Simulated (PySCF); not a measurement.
Ge(H)(Cl)2(Me) (CH4Cl2Ge), SMILES [CH3][GeH]([Cl])[Cl]. Coordinates come from a PBE0-D3(BJ)/def2-SVP optimisation.

Computed equilibrium geometry at PBE0-D3(BJ)/def2-SVP (PySCF confirms it by a frequency run) as Cartesian coordinates in Å, and its point group:
point group Cs.
```xyz
8

Ge     0.3708    -0.2862     0.0000
C     -0.5507    -1.9816     0.0000
Cl    -0.2434     0.8320     1.7401
Cl    -0.2434     0.8320    -1.7401
H      1.9027    -0.3313     0.0000
H     -0.2777    -2.5536     0.8982
H     -0.2777    -2.5536    -0.8982
H     -1.6345    -1.8021     0.0000
```
